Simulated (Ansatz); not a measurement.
# Nudged elastic band run: C₃H₉NSi

Input file:

```yaml
crystal:
  periodic: [false, false, false]
  atoms:
    - { symbol: C, position_ang: [-1.369455, -0.51406, 0.449035] }
    - { symbol: C, position_ang: [0.10664, -0.329348, 0.705166] }
    - { symbol: "N", position_ang: [0.516907, -0.8075, 1.938416] }
    - { symbol: C, position_ang: [0.949211, 0.304699, -0.169573] }
    - { symbol: Si, position_ang: [0.482415, 1.091089, -1.78908] }
    - { symbol: H, position_ang: [-1.677239, -0.09797, -0.527903] }
    - { symbol: H, position_ang: [-1.64141, -1.592235, 0.457421] }
    - { symbol: H, position_ang: [-1.96943, -0.018777, 1.241622] }
    - { symbol: H, position_ang: [1.522504, -0.884798, 2.096828] }
    - { symbol: H, position_ang: [-0.030124, -1.558856, 2.360397] }
    - { symbol: H, position_ang: [2.012767, 0.376882, 0.12564] }
    - { symbol: H, position_ang: [1.726392, 1.655364, -2.424107] }
    - { symbol: H, position_ang: [-0.512888, 2.222742, -1.656733] }
    - { symbol: H, position_ang: [-0.129192, 0.123769, -2.778429] }
basis:
  gaussian: { orbitals: def2-SVP }
hamiltonian:
  xc: pbe
neb:
  order_check: false
  images: 5
  f_tol: 0.05
  max_iterations: 60
  initial_path: idpp
  final_atoms:
    - { symbol: C, position_ang: [-1.36213299, -0.55069655, 0.42870839] }
    - { symbol: C, position_ang: [0.11919927, -0.38982253, 0.67076826] }
    - { symbol: "N", position_ang: [0.5676043, -1.04576045, 1.80447798] }
    - { symbol: C, position_ang: [0.95280026, 0.28820918, -0.17940457] }
    - { symbol: Si, position_ang: [0.48077695, 1.10091017, -1.78407175] }
    - { symbol: H, position_ang: [-1.68939446, -0.04346825, -0.49742108] }
    - { symbol: H, position_ang: [-1.6321935, -1.62503889, 0.34929604] }
    - { symbol: H, position_ang: [-1.94939295, -0.1265211, 1.27221301] }
    - { symbol: H, position_ang: [1.51204738, -0.83253091, 2.12744252] }
    - { symbol: H, position_ang: [-0.10303835, -1.21673705, 2.55451384] }
    - { symbol: H, position_ang: [2.01936519, 0.34529496, 0.10781626] }
    - { symbol: H, position_ang: [1.72439492, 1.66413886, -2.42098375] }
    - { symbol: H, position_ang: [-0.49748677, 2.2439351, -1.6225098] }
    - { symbol: H, position_ang: [-0.15545125, 0.15908847, -2.78214536] }
```

Run as:

```bash
$ ansatz run input.yaml --threads 2 --pin off --max-ram 3072MiB --backend cpu --events-out ev --progress --plain --runs-dir out
```

Output, in part (warnings, iteration lines, the closing report on the highest movable image, with atoms numbered from 0):

```
NEB end point (image 0): max|allowed force component| = 1.392e-2 eV/Å (the criterion of neb.relax_end_points is 1.000e-2)
NEB end point (image 6): max|allowed force component| = 1.166e-2 eV/Å (the criterion of neb.relax_end_points is 1.000e-2)
NEB iter   1: max|band force component| = 2.629e-1 eV/Å  barrier→ = 0.0145 eV  barrier← = 0.0143 eV  CI = image 3  Δτ_max = 0.0154 Å  (208 SCF iters)
NEB iter   2: max|band force component| = 7.283e-2 eV/Å  barrier→ = 0.0117 eV  barrier← = 0.0116 eV  CI = image 3  Δτ_max = 0.0191 Å  (164 SCF iters)
NEB iter   3: max|band force component| = 7.166e-2 eV/Å  barrier→ = 0.0115 eV  barrier← = 0.0113 eV  CI = image 3  Δτ_max = 0.0169 Å  (158 SCF iters)
NEB iter   4: max|band force component| = 7.460e-2 eV/Å  barrier→ = 0.0115 eV  barrier← = 0.0113 eV  CI = image 3  Δτ_max = 0.0064 Å  (152 SCF iters)
NEB iter   5: max|band force component| = 3.163e-2 eV/Å  barrier→ = 0.0115 eV  barrier← = 0.0113 eV  CI = image 3  Δτ_max = 0.0000 Å  (311 SCF iters)
Total energy: -12608.54678478 eV, -463.3555479607 hartree
Atom 0 at    -1.359608    -0.542217     0.433041 Å, force     0.000591    -0.000055     0.000459 eV/Å
Atom 1 at     0.117644    -0.357781     0.686301 Å, force    -0.002699    -0.001565     0.002053 eV/Å
Atom 2 at     0.548693    -0.920019     1.864678 Å, force     0.002836     0.003308    -0.005117 eV/Å
Atom 3 at     0.951260     0.307483    -0.176796 Å, force     0.000867    -0.001125     0.002509 eV/Å
Atom 4 at     0.477363     1.101916    -1.786834 Å, force    -0.000970     0.000525    -0.001645 eV/Å
Atom 5 at    -1.675527    -0.084465    -0.522184 Å, force     0.000122    -0.000293    -0.000185 eV/Å
Atom 6 at    -1.622700    -1.621243     0.397561 Å, force     0.000019     0.000462     0.000457 eV/Å
Atom 7 at    -1.960352    -0.082557     1.247008 Å, force     0.000398     0.000321    -0.000321 eV/Å
Atom 8 at     1.525603    -0.859026     2.141908 Å, force    -0.001350    -0.001029     0.001184 eV/Å
Atom 9 at    -0.092036    -1.407211     2.484643 Å, force    -0.000374    -0.000107    -0.000567 eV/Å
Atom 10 at     2.015535     0.381050     0.114448 Å, force     0.000091     0.000058     0.000057 eV/Å
Atom 11 at     1.717688     1.677605    -2.419788 Å, force    -0.000169     0.000131     0.000271 eV/Å
Atom 12 at    -0.520371     2.231918    -1.648557 Å, force     0.000123    -0.000213     0.000688 eV/Å
Atom 13 at    -0.136095     0.145547    -2.786730 Å, force     0.000516    -0.000416     0.000158 eV/Å
Dipole moment:    -0.086635    -0.397195     0.677993 e Å
```

It converged. A vibrational analysis at the climbing image gives one clearly imaginary mode, 291i cm⁻¹: a first-order saddle point.

Final band (atoms are numbered from 1 in the order of the input):

```tsv
image	path coordinate (Å)	energy (kcal/mol)	height of N3 over the plane of its neighbours (Å)
0	0.00	0.0	-0.22
1	0.10	0.0	-0.18
2	0.20	0.2	-0.10
3	0.30	0.3	0.00
4	0.40	0.2	0.10
5	0.50	0.0	0.18
6	0.60	0.0	0.21
```

The run took 81 s on 2 threads of Arm Neoverse V1 (shared host), peak memory 0.16 GiB.
